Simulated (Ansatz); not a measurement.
C₃H₉BF₂Si (`C[Si](C)(C)B(F)F`) at its PBE0-D4/def2-TZVP geometry, where that method's forces vanish. The species carries charge 0 and has multiplicity 1.

```csv
atom,x (Å),y (Å),z (Å)
C1,-0.2821,-1.7710,0.4659
Si2,-0.0183,0.0149,-0.0515
C3,-1.2858,1.1276,0.7647
C4,1.7214,0.5519,0.4088
B5,-0.2054,0.1256,-2.0817
F6,0.5885,-0.5632,-2.8902
F7,-1.1115,0.8752,-2.6914
H8,-1.2905,-2.1148,0.2229
H9,0.4289,-2.4347,-0.0322
H10,-0.1431,-1.8788,1.5455
H11,-1.1507,2.1690,0.4624
H12,-1.2006,1.0799,1.8539
H13,-2.3028,0.8331,0.4940
H14,1.9068,1.5926,0.1321
H15,1.8751,0.4603,1.4879
H16,2.4700,-0.0677,-0.0910
```

Task: For each bond, give half the difference of the two atoms' forces along it (eV/Å; positive pushes the atoms apart) under PBE-D4, r2SCAN-D4, B3LYP-D4, ωB97M-V in def2-TZVPP. (Best estimate.)

Result: The calculation gave: 
```
  bond  length (Å)  PBE-D4  r2SCAN-D4  B3LYP-D4  ωB97M-V
C1–Si2       1.878    0.02       0.02      0.07     0.01
 C1–H8       1.093    0.11      -0.01     -0.04    -0.04
 C1–H9       1.093    0.10      -0.01     -0.04    -0.03
C1–H10       1.094    0.11      -0.01     -0.04    -0.04
Si2–C4       1.878    0.02       0.02      0.07     0.01
Si2–B5       2.042   -0.36      -0.17     -0.15    -0.17
C3–H11       1.093    0.11      -0.01     -0.04    -0.04
C3–H12       1.094    0.11      -0.01     -0.04    -0.04
C3–H13       1.093    0.11      -0.01     -0.04    -0.04
C4–H14       1.093    0.11      -0.01     -0.04    -0.04
C4–H15       1.094    0.11      -0.01     -0.04    -0.04
C4–H16       1.093    0.10      -0.01     -0.04    -0.03
 B5–F6       1.326    0.48       0.18      0.17     0.20
 B5–F7       1.325    0.48       0.18      0.17     0.20
```

B3LYP here is the variant with VWN-RPA as its local correlation; programs differ in this.

All numbers were calculated with Ansatz.
